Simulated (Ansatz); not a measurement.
Relaxation of ClFH5MgN (9 atoms, charge 0, multiplicity 1), to a largest force component of 0.03 eV/Å in at most 50 steps.

The calculation used RKS PBE0/def2-SVP in Ansatz.

```xyz
9
Properties=species:S:1:pos:R:3:forces:R:3
Mg -1.045 -0.118 -0.036 0.83 -0.08 1.14
H 1.021 -0.928 -2.083 -0.08 -2.40 -0.69
Cl -2.777 -0.512 -1.355 -0.01 -0.01 -0.02
H 0.793 1.378 0.040 0.68 -0.38 1.49
N 0.175 -0.160 1.639 -0.67 0.39 -1.51
H 1.041 -0.253 -1.884 0.14 2.23 0.60
F 0.246 1.408 -0.704 -0.86 0.24 -1.01
H -0.200 0.160 2.530 0.01 -0.01 0.01
H 0.746 -0.976 1.854 -0.02 0.01 -0.03
```

Where does it end, and by what steps?

It converged. After 17 steps the energy has fallen by 2.184 eV; H4 moved furthest, 1.63 Å. Parted: H4–F7. Joined: H4–N5.

```
step  energy less start (eV)  largest force component (eV/Å)  accepted
   0                  0.0000                           2.397       yes
   1                 -0.3632                           0.895       yes
   2                 -0.5703                           0.584       yes
   3                 -0.7345                           1.748       yes
   4                 -0.9806                           2.286       yes
   5                 -1.3099                           2.096       yes
   6                 -1.6720                           2.434       yes
   7                 -1.9233                           1.126       yes
   8                 -2.0268                           0.885       yes
   9                 -2.0745                           0.439       yes
  10                 -2.1132                           0.338       yes
  11                 -2.1316                           0.736       yes
  12                 -2.1707                           0.169       yes
  13                 -2.1791                           0.138       yes
  14                 -2.1817                           0.081       yes
  15                 -2.1828                           0.091       yes
  16                 -2.1838                           0.031       yes
  17                 -2.1840                           0.018       yes
```

```xyz
9
Properties=species:S:1:pos:R:3
Mg -0.713 0.492 -0.593
H 0.642 -1.045 -1.863
Cl -2.422 -0.931 -0.821
H 0.952 0.695 1.507
N 0.200 0.031 1.309
H 1.062 -0.408 -1.912
F 0.142 1.978 -1.075
H -0.465 0.092 2.082
H 0.602 -0.906 1.365
```

Whether the end is a true minimum wasn't checked by a vibrational analysis.

The run took 14 s on 2 threads of AMD EPYC 9R45 96-Core Processor (Zen 5), with other jobs on the host, peak memory 0.19 GiB.
